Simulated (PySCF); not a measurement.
PySCF input (TPSSh/def2-TZVPD):

```python
from pyscf import gto, scf, dft

mol = gto.M(
    atom='''
    B     0.16921358   -0.44969584    0.25381394
    C     1.32801740    0.04642195   -0.46326863
    C    -1.28159133    0.26513779    0.23425672
    H     0.23268719   -1.46872541    0.93290649
    H     2.30725837   -0.43561526   -0.45037699
    H     1.31026773    0.95120746   -1.07876905
    H    -1.29007071    1.17167850   -0.38546028
    H    -1.61583126    0.55917227    1.24077769
    H    -2.06893565   -0.39859681   -0.15407613
    ''',
    basis='def2-tzvpd',
    charge=-1,
    spin=0,
    verbose=4,
)

mf = dft.RKS(mol, xc='tpssh').density_fit(auxbasis='def2-universal-jkfit')
mf.grids.level = 3
mf.conv_tol = 1e-9
mf.max_cycle = 100
mf.max_memory = 1500
mf.kernel()
if not mf.converged:
    mf = mf.newton()
    mf.kernel(mf.make_rdm1())
mf.analyze()
```

Output:

```
PySCF version 2.14.0

[INPUT] verbose = 4
[INPUT] num. atoms = 9
[INPUT] num. electrons = 24
[INPUT] charge = -1
[INPUT] spin (= nelec alpha-beta = 2S) = 0
[INPUT] symmetry False subgroup None
[INPUT] Mole.unit = angstrom
[INPUT] Symbol           X                Y                Z      unit          X                Y                Z       unit  Magmom
[INPUT]  1 B      0.169213580000  -0.449695840000   0.253813940000 AA    0.319767322757  -0.849801976956   0.479638833197 Bohr   0.0
[INPUT]  2 C      1.328017400000   0.046421950000  -0.463268630000 AA    2.509589174657   0.087724771668  -0.875450832802 Bohr   0.0
[INPUT]  3 C     -1.281591330000   0.265137790000   0.234256720000 AA   -2.421856617317   0.501037808372   0.442681043639 Bohr   0.0
[INPUT]  4 H      0.232687190000  -1.468725410000   0.932906490000 AA    0.439715061795  -2.775488777090   1.762937765929 Bohr   0.0
[INPUT]  5 H      2.307258370000  -0.435615260000  -0.450376990000 AA    4.360086417910  -0.823193537081  -0.851089163906 Bohr   0.0
[INPUT]  6 H      1.310267730000   0.951207460000  -1.078769050000 AA    2.476047159556   1.797521587043  -2.038578056157 Bohr   0.0
[INPUT]  7 H     -1.290070710000   1.171678500000  -0.385460280000 AA   -2.437880323223   2.214151471041  -0.728414361098 Bohr   0.0
[INPUT]  8 H     -1.615831260000   0.559172270000   1.240777690000 AA   -3.053478544911   1.056682446751   2.344730015570 Bohr   0.0
[INPUT]  9 H     -2.068935650000  -0.398596810000  -0.154076130000 AA   -3.909721747849  -0.753238805025  -0.291161688033 Bohr   0.0

nuclear repulsion = 60.7633674342314
number of shells = 69
number of NR pGTOs = 222
number of NR cGTOs = 165
basis = def2-tzvpd
ecp = {}

******** <class 'pyscf.df.df_jk.DFRKS'> ********
method = DFRKS
initial guess = minao
damping factor = 0
level_shift factor = 0
DIIS = <class 'pyscf.scf.diis.CDIIS'>
diis_start_cycle = 1
diis_space = 8
diis_damp = 0
SCF conv_tol = 1e-09
SCF conv_tol_grad = None
SCF max_cycles = 100
direct_scf = False
XC library pyscf.dft.libxc version 7.1.2
    S. Lehtola, C. Steigemann, M. J. T. Oliveira, and M. A. L. Marques,  SoftwareX 7, 1–5 (2018)
XC functionals = tpssh
    V. N. Staroverov, G. E. Scuseria, J. Tao, and J. P. Perdew,  J. Chem. Phys. 119, 12129 (2003)
radial grids:
    Treutler-Ahlrichs [JCP 102, 346 (1995); DOI:10.1063/1.469408] (M4) radial grids

becke partition: Becke, JCP 88, 2547 (1988); DOI:10.1063/1.454033
pruning grids: <function nwchem_prune>
grids dens level: 3
symmetrized grids: False
atomic radii adjust function: <function treutler_atomic_radii_adjust>
small_rho_cutoff = 0
Set gradient conv threshold to 3.16228e-05
Initial guess from minao.
tot grids = 101136
******** <class 'pyscf.df.df.DF'> ********
auxbasis = def2-universal-jkfit
init E= -104.545854656552
  HOMO = -0.275006367846693  LUMO = -0.0571640739080372  gap/eV = 5.92779
[...]
cycle= 12 E= -104.722972669233  delta_E= -6.39e-12  |g|= 8.8e-07  |ddm|= 1.57e-05
  HOMO = 0.0292383525703208  LUMO = 0.137870635406784  gap/eV = 2.95603
Extra cycle  E= -104.722972669233  delta_E= -1.99e-13  |g|= 8.25e-07  |ddm|= 3.23e-06
converged SCF energy = -104.722972669233
**** SCF Summaries ****
Total Energy =                        -104.722972669232732
Nuclear Repulsion Energy =              60.763367434231398
One-electron Energy =                 -264.386258749211891
Two-electron Energy =                   98.899918645747761
Two-electron Coulomb Energy =          116.262490623404489
DFT Exchange-Correlation Energy =      -17.362571977656721
HOMO-LUMO gap [eV] =                     2.956034982496833
**** MO energy ****
MO #1   energy= -9.89199186446137  occ= 2
MO #2   energy= -9.84201918097815  occ= 2
MO #3   energy= -6.41413108185275  occ= 2
MO #4   energy= -0.475643784403903 occ= 2
MO #5   energy= -0.401197809325133 occ= 2
MO #6   energy= -0.216268598469885 occ= 2
MO #7   energy= -0.192839573125336 occ= 2
MO #8   energy= -0.184675182775482 occ= 2
MO #9   energy= -0.15497861205256  occ= 2
MO #10  energy= -0.0874975965895801 occ= 2
MO #11  energy= -0.0666434270531783 occ= 2
MO #12  energy= 0.0292383525703208 occ= 2
MO #13  energy= 0.137870635406784  occ= 0
MO #14  energy= 0.162831037588659  occ= 0
MO #15  energy= 0.177479627213097  occ= 0
MO #16  energy= 0.217814015438076  occ= 0
MO #17  energy= 0.220947336804323  occ= 0
MO #18  energy= 0.220991477815564  occ= 0
MO #19  energy= 0.232145887867251  occ= 0
MO #20  energy= 0.239047207211036  occ= 0
MO #21  energy= 0.260089378647759  occ= 0
MO #22  energy= 0.269338902829154  occ= 0
MO #23  energy= 0.274550830558845  occ= 0
MO #24  energy= 0.278869586995105  occ= 0
MO #25  energy= 0.295870841377463  occ= 0
MO #26  energy= 0.317200112125521  occ= 0
MO #27  energy= 0.333854864903127  occ= 0
MO #28  energy= 0.337843671798736  occ= 0
MO #29  energy= 0.349058896635113  occ= 0
MO #30  energy= 0.350579278539569  occ= 0
MO #31  energy= 0.374984802601372  occ= 0
MO #32  energy= 0.383254207374256  occ= 0
MO #33  energy= 0.395015430389665  occ= 0
MO #34  energy= 0.405392329417537  occ= 0
MO #35  energy= 0.415794736860012  occ= 0
MO #36  energy= 0.421204262185032  occ= 0
MO #37  energy= 0.429418027287608  occ= 0
MO #38  energy= 0.432664346085655  occ= 0
MO #39  energy= 0.44549944232722   occ= 0
MO #40  energy= 0.457551828290789  occ= 0
MO #41  energy= 0.470472336835253  occ= 0
MO #42  energy= 0.473589533133004  occ= 0
MO #43  energy= 0.482829558724977  occ= 0
MO #44  energy= 0.489093569596121  occ= 0
MO #45  energy= 0.49496534152805   occ= 0
MO #46  energy= 0.518856284160484  occ= 0
MO #47  energy= 0.527374228393145  occ= 0
MO #48  energy= 0.531067002518703  occ= 0
MO #49  energy= 0.539893823062727  occ= 0
MO #50  energy= 0.547041143854774  occ= 0
MO #51  energy= 0.556116624652155  occ= 0
MO #52  energy= 0.574564330531332  occ= 0
MO #53  energy= 0.580661057800589  occ= 0
MO #54  energy= 0.59442502192441   occ= 0
MO #55  energy= 0.603791318228068  occ= 0
MO #56  energy= 0.608654416457125  occ= 0
MO #57  energy= 0.629249321935595  occ= 0
MO #58  energy= 0.632718159003964  occ= 0
MO #59  energy= 0.6379342861186    occ= 0
MO #60  energy= 0.652552673926114  occ= 0
MO #61  energy= 0.675459900884207  occ= 0
MO #62  energy= 0.683810843863835  occ= 0
MO #63  energy= 0.715034598716368  occ= 0
MO #64  energy= 0.715270176823728  occ= 0
MO #65  energy= 0.747232617197842  occ= 0
MO #66  energy= 0.770494465209673  occ= 0
MO #67  energy= 0.809931426686081  occ= 0
MO #68  energy= 0.833711911255933  occ= 0
MO #69  energy= 0.847973621585659  occ= 0
MO #70  energy= 0.86785825774345   occ= 0
MO #71  energy= 0.886618659261213  occ= 0
MO #72  energy= 0.906029329527121  occ= 0
MO #73  energy= 0.910820829228611  occ= 0
MO #74  energy= 0.930525299161044  occ= 0
MO #75  energy= 0.94672321732429   occ= 0
MO #76  energy= 0.96731874160734   occ= 0
MO #77  energy= 0.967760979184446  occ= 0
MO #78  energy= 1.05627809932178   occ= 0
MO #79  energy= 1.11654409273283   occ= 0
MO #80  energy= 1.11998918260825   occ= 0
MO #81  energy= 1.16976644629115   occ= 0
MO #82  energy= 1.19483430771826   occ= 0
MO #83  energy= 1.27887721421483   occ= 0
MO #84  energy= 1.2928613947902    occ= 0
MO #85  energy= 1.2971865272337    occ= 0
MO #86  energy= 1.3540847872494    occ= 0
MO #87  energy= 1.36486662669158   occ= 0
MO #88  energy= 1.38245028340068   occ= 0
MO #89  energy= 1.40399216761914   occ= 0
MO #90  energy= 1.43378371660602   occ= 0
MO #91  energy= 1.47369543959291   occ= 0
MO #92  energy= 1.54917437655675   occ= 0
MO #93  energy= 1.58087903386118   occ= 0
MO #94  energy= 1.6730282966035    occ= 0
MO #95  energy= 1.82618503937496   occ= 0
MO #96  energy= 1.8426407795739    occ= 0
MO #97  energy= 1.8998995146685    occ= 0
MO #98  energy= 1.97203383256466   occ= 0
MO #99  energy= 2.0064583194811    occ= 0
MO #100 energy= 2.01264633189627   occ= 0
MO #101 energy= 2.02199567745468   occ= 0
MO #102 energy= 2.03842245454536   occ= 0
MO #103 energy= 2.04982666458897   occ= 0
MO #104 energy= 2.08123819608634   occ= 0
MO #105 energy= 2.16643771984644   occ= 0
MO #106 energy= 2.166692535012     occ= 0
MO #107 energy= 2.20518176096941   occ= 0
[...]
```

It need not be the lowest isomer of its formula. Whether it binds its extra electron was not tested at this geometry.
